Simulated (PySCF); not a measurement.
# An excited-state table with gaps

C5H12GeO2.
Numbering: `[CH3:1][CH2:2][O:3][GeH2:4][O:5][CH:6]1[CH2:7][CH2:8]1` (hydrogens: H9, H10, H11 on C1; H12, H13 on C2; H14, H15 on Ge4; H16 on C6; H17, H18 on C7; H19, H20 on C8)

Computed, not measured: PySCF 2.14.0, density-fitted response routines, TDDFT B3LYP/def2-SVPD, vertical, gas phase, core orbitals frozen in the response. One conformer (not necessarily the lowest) at the PBE0-D3(BJ)/def2-SVP geometry, without solvent, vibrations or thermal averaging. Relativistic effects, spin–orbit coupling among them, are left out although an element past zinc is present. Torsions of this conformer, `[CH3:1][CH2:2][O:3][GeH2:4][O:5][CH:6]1[CH2:7][CH2:8]1`: C1–C2–O3–Ge4 -176°, C2–O3–Ge4–O5 -59°, O3–Ge4–O5–C6 168°, Ge4–O5–C6–C7 78°.

Lowest singlets, with some entries withheld (?).

| state | ν̃ (cm⁻¹) | f | main configurations (H = HOMO, L = LUMO) |
| --- | --- | --- | --- |
| S1 | 51990 | 0.0021 | H→L (86%) |
| S2 | 53290 | 0.023 | H→L+1 (87%) |
| S3 | 53770 | 0.0056 | H→L+2 (83%) |
| S4 | 54580 | 0.013 | H-1→L (83%) |
| S5 | 56300 | 0.036 | H-1→L+1 (48%), H-1→L+2 (34%) |
| S6 | ? | 0.021 | H-1→L+1 (40%), H-1→L+2 (35%), H-2→L (22%) |
| S7 | ? | 0.0075 | H-2→L (66%), H-1→L+2 (23%) |
| S8 | ? | 0.021 | H-2→L+1 (61%), H-2→L+2 (25%) |
| S9 | ? | 0.012 | H→L+4 (52%), H-2→L+1 (17%), H-2→L+2 (17%) |
| S10 | ? | 0.0056 | H-2→L+2 (48%), H→L+4 (25%), H→L+5 (9%) |

(1) Supply the missing values.

(2) How far apart are S1 and S9, in eV and cm⁻¹?

(3) What is the mean static polarisability from the same response equations?

(4) Where do the lowest triplets lie (Tamm–Dancoff)?

Answers

(1) 
- S6: ν̃ = 56620 cm⁻¹
- S7: ν̃ = 57460 cm⁻¹
- S8: ν̃ = 58380 cm⁻¹
- S9: ν̃ = 58640 cm⁻¹
- S10: ν̃ = 59300 cm⁻¹

(2) 7.271 − 6.446 = 0.825 eV, or about 6650 cm⁻¹.

(3) 98.3 au (14.57 Å³), with principal values 85.4, 93.0 and 116.6 au.

(4) T1 6.19 eV, H→L (76%), H→L+2 (14%); T2 6.40 eV, H→L+1 (43%), H-1→L (18%), H→L+2 (14%); T3 6.51 eV, H→L+1 (43%), H-1→L (35%); T4 6.57 eV, H→L+2 (57%), H-1→L (23%). E(S1) − E(T1) = +0.26 eV.

All these states lie below the vertical ionisation energy of 9.15 eV (ΔSCF).

The run took 15 min on Arm Neoverse N1, one thread, no GPU, shared host, and the process peaked at 1.1 GiB of memory.
